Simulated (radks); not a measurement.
The numbers below are computed, except where a source is named.
Question: The mean radii <r> (bohr) of the occupied orbitals of an atom or ion are listed with their occupations. Level of theory: non-relativistic Kohn-Sham, PBE, spin-unpolarised, spherical densities, point nucleus (a radial shooting solver on a logarithmic mesh with Libxc functionals).

orbital  occ.      <r>
1s          2  0.05290
2s          2   0.2387
2p          6   0.2078
3s          2   0.7231
3p          6   0.7552
3d         10    1.009

Name the element and its charge.

Answer: Z = 29, copper, charge +1: Cu+ in [Ar] 3d10. The 1s radius gives Z: for a bare nucleus <r> = 1.5/Z, 0.05172 bohr for Z = 29, and screening makes it slightly larger (0.05290 here). The occupations add up to 28, and the charge is Z minus that.
